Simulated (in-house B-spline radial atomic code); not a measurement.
**BLYP excitations of the ruthenium ion Ru⁸⁺**

Method: BLYP. Computed with a B-spline radial code for spherical atoms: linear response of the closed shell [Ar] 3d10 4s2 4p6 with the functional's adiabatic kernel; scalar-relativistic (spin-free one-electron X2C), finite nucleus, no spin-orbit coupling, no double excitations, S, P, D and F terms only; shells from n = 2 respond. Only terms of natural parity with L up to 3 were computed.

Command:
```bash
python run_td.py task.json out
```
Settings (radii: box in bohr, nucleus in fm):
```
Z                        44
electrons                36
configuration            [Ar] 3d10 4s2 4p6
hamiltonian              x2c
method                   b88,lyp
box_radius               11.59
rms_radius               4.4809
intervals                69
```

Run time, properties included: 2.1 s on 1 thread of Arm Neoverse N1, with other jobs on the host.

The lowest states, in the order of their Tamm-Dancoff energies; the method's threshold (minus the highest occupied level) is 168.95 eV. Labels give the largest channel, * marks a mixed state, and oscillator strengths are full-response dipole values. Semilocal kernels can invert the small singlet-triplet splittings of Rydberg terms. Energies in eV:

| state | full response | Tamm-Dancoff | oscillator strength |
| --- | --- | --- | --- |
| 4p → 4d 3P | 46.12 | 46.22 | - |
| 4p → 4d 3F | 46.60 | 46.72 | - |
| 4p → 4d 1F | 49.98 | 50.01 | - |
| 4p → 4d 1P | 61.64 | 63.83 | 5.27 |
| 4p → 5s 3P | 78.44 | 78.45 | - |
| 4p → 5s 1P | 79.47 | 79.50 | 0.601 |
| 4s → 4d 3D | 79.64 | 79.70 | - |
| 4s → 4d 1D | 83.39 | 83.48 | - |
| 4p → 5p 3S | 88.91 | 88.94 | - |
| 4p → 5p 3D | ? | ? | - |
| 4p → 5p 1D | 90.34 | 90.35 | - |
| 4p → 4f 3D | ? | ? | - |
| 4p → 5p 1S | 94.02 | 94.26 | - |
| 4p → 4f 1D | 99.50 | 99.69 | - |
| 4p → 5d 3P | 106.66 | 106.67 | - |
| 4p → 5d 3F | 106.71 | 106.72 | - |

**Question.** Where does 4p → 5p 3D lie?

**Answer.** At 89.51 eV in full response, 89.52 eV in Tamm-Dancoff.

**Question.** Where does 4p → 4f 3D lie?

**Answer.** At 93.94 eV in full response, 93.98 eV in Tamm-Dancoff.

**Question.** How large is the singlet-triplet splitting of 4p → 4d (F terms) in Tamm-Dancoff?

**Answer.** 3.28 eV, from the unrounded values.

**Question.** What polarisabilities and dispersion coefficient does the method give?

**Answer.** Dipole 1.176 bohr³, quadrupole 1.297 bohr⁵, C6 2.618 hartree·bohr⁶ for two such species.
